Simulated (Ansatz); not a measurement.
The cluster Zr2Si2. Total charge 0; triplet. Geometry B3LYP-D4/def2-SVP; atoms count from 1.

```xyz
4

Zr   -1.133   -1.020   -0.529
Zr    0.364    1.311   -0.868
Si   -0.556    0.555    1.362
Si    1.325   -0.846    0.034
```

In the def2 sets Zr takes a core potential; there is no spin–orbit coupling. The charge 0 triplet is spin-contaminated (final ⟨S²⟩ up to 2.27, 2.00 for a pure state). At PBE0-D4/def2-TZVP a quintet of charge 0 lies 0.16 eV below the triplet, each at its own geometry. The structure comes from a short search, and lower isomers may exist.

Problem. Estimate the Mulliken populations from the PBE0/def2-TZVP orbitals of Ansatz.

Solution. 
```tsv
atom	charge (e)	spin (α − β)	d electrons
Zr1	0.31	0.74	2.68
Zr2	0.32	1.46	2.71
Si3	-0.32	-0.10	–
Si4	-0.32	-0.10	–
```
Mulliken values depend strongly on the basis.

Problem. Where does the spin sit?

Solution. Summed by element: Zr 2.20, Si -0.20, of 2 unpaired in all. Largest on single atoms: Zr2 1.46, Zr1 0.74, Si3 -0.10.

Problem. And the Mayer bond orders between heavy atoms (over 0.3)?

Solution. Zr1–Zr2 1.81 (2.79 Å); Zr1–Si3 1.41 (2.53 Å); Zr1–Si4 1.41 (2.53 Å); Zr2–Si3 1.35 (2.53 Å); Zr2–Si4 1.35 (2.53 Å); Si3–Si4 0.50 (2.70 Å).
